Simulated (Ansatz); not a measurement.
`[CH3][GeH2][GeH3]`. Total charge 0; spin multiplicity 1. All single points use the PBE0-D4/def2-TZVP geometry.

```xyz
11

C    -1.205   -1.343   -0.023
Ge    0.565   -0.600    0.365
Ge    0.678    1.737   -0.270
H    -1.420   -1.266   -1.089
H    -1.972   -0.798    0.529
H    -1.244   -2.393    0.268
H     1.643   -1.389   -0.405
H     0.870   -0.734    1.870
H    -0.378    2.553    0.497
H     0.401    1.898   -1.775
H     2.062    2.335    0.032
```

**Question.** What is the dipole moment at B3LYP/def2-TZVPP? (Best estimate.)

**Answer.** Ansatz gave: 0.84 D, with components (-0.64, -0.55, -0.06) D in this frame, pointing from negative to positive charge.

**Question.** And with PBE, r2SCAN, ωB97M-V? (Estimate.)

**Answer.** The calculation gave: PBE 0.86 D, r2SCAN 0.87 D, ωB97M-V 0.80 D.

**Question.** Give the Mulliken charges with B3LYP, ωB97M-V, r2SCAN in def2-TZVPP. (Best estimate.)

**Answer.** The calculation gave: 
| atom | B3LYP | ωB97M-V | r2SCAN |
| --- | --- | --- | --- |
| C1 | -0.38 | -0.44 | -0.28 |
| Ge2 | 0.11 | 0.04 | 0.09 |
| Ge3 | 0.00 | -0.06 | 0.02 |
| H4 | 0.11 | 0.13 | 0.08 |
| H5 | 0.11 | 0.13 | 0.08 |
| H6 | 0.11 | 0.13 | 0.09 |
| H7 | -0.02 | 0.01 | -0.02 |
| H8 | -0.02 | 0.01 | -0.02 |
| H9 | -0.01 | 0.01 | -0.02 |
| H10 | -0.01 | 0.01 | -0.02 |
| H11 | -0.01 | 0.02 | -0.01 |

B3LYP here is the variant with VWN-RPA as its local correlation; programs differ in this.
